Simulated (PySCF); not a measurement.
Se(OH)(GeH3) (GeH4OSe), SMILES O[Se][GeH3].

Coordinates come from a PBE-D3(BJ)/def2-SVP optimisation. The structure was generated by enumeration, and PubChem lists no compound with its InChIKey, so it may never have been made. The values are those of a single conformer.

All values below come from CAM-B3LYP/def2-TZVPD in PySCF.

Computed frontier levels, gap, dipole moment and polarisability:
highest occupied level: -8.19 eV
lowest empty level: -0.67 eV
orbital gap: 7.52 eV
dipole moment: 1.85 D
quadrupole, principal values (traceless, Buckingham form, about the centre of nuclear charge): -5.78, 0.13, 5.65 D·Å
mean static polarisability: 68.8 bohr³ (10.20 Å³)
polarisability, principal values: 58.3, 64.8, 83.4 bohr³
